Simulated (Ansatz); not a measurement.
`[SH][SbH2]` + dimethyl ether → `CO[CH2][SbH2]` + H₂S  (formal exchange of groups at the Sb–S bond)

Gas-phase electronic energies from Ansatz, PBE0-D4/def2-TZVP geometries. CCSD(T)/CBS adds triple-zeta CCSD(T) − MP2 to the extrapolated MP2 energy (def2 sets, frozen cores). This one scheme is used for every species. Functionals use def2-TZVPP. B3LYP here is the variant with VWN-RPA as its local correlation; programs differ in this. def2 core potentials past Kr. For Sb outer-core shells are correlated without core-valence functions, which leaves a few kJ/mol of doubt a bond. Each species was taken in one conformer, which may not be the lowest.

`[SH][SbH2]`:

Cartesian coordinates in Å:
```
S 1.477 0.292 0.086
Sb -0.882 -0.241 0.282
H 1.699 0.127 1.399
H -1.397 1.081 -0.674
H -0.897 -1.259 -1.093
```

`COC`:

Cartesian coordinates in Å:
```
C 0.602 -0.228 -0.967
O 0.538 0.614 0.148
C -0.539 0.300 0.984
H 0.729 -1.280 -0.672
H 1.460 0.077 -1.565
H -0.306 -0.152 -1.583
H -0.464 -0.726 1.371
H -0.521 0.996 1.823
H -1.500 0.400 0.460
```

`CO[CH2][SbH2]`:

Cartesian coordinates in Å:
```
C -1.857 0.286 -0.049
O -0.576 0.601 0.432
C 0.437 -0.055 -0.281
Sb 2.325 0.561 0.605
H -2.580 0.836 0.555
H -1.971 0.578 -1.102
H -2.062 -0.790 0.037
H 0.331 -1.145 -0.225
H 0.440 0.237 -1.341
H 2.287 -0.654 1.807
H 3.226 -0.455 -0.439
```

H₂S:

```xyz
3

S     0.480    0.366    0.138
H     0.347   -0.952   -0.073
H    -0.827    0.586   -0.065
```

| species | B3LYP energy (Eh) |
| --- | --- |
| `[SH][SbH2]` | -640.37218 |
| `COC` | -155.09602 |
| `CO[CH2][SbH2]` | -396.00983 |
| H₂S | -399.42676 |

**Question.** Work out ΔE.

**Answer.** ΔE = (-396.00983) + (-399.42676) − (-640.37218) − (-155.09602) = 0.03161 Eh = +83.0 kJ/mol. CCSD(T)/CBS gives +74.6 kJ/mol.

Largest T1 diagnostic among the species: 0.013.

The D4 term adds −3.3 kJ/mol with B3LYP and −2.1 kJ/mol with PBE0; it sums over pairs of atoms, weighted by their polarisabilities, and B3LYP, whose exchange is more repulsive, gets the larger term. In def2-TZVPP, CCSD(T) changes the Hartree–Fock value by −18.6 kJ/mol (the triples alone add −1.3 kJ/mol) and MP2 by −16.4 kJ/mol.
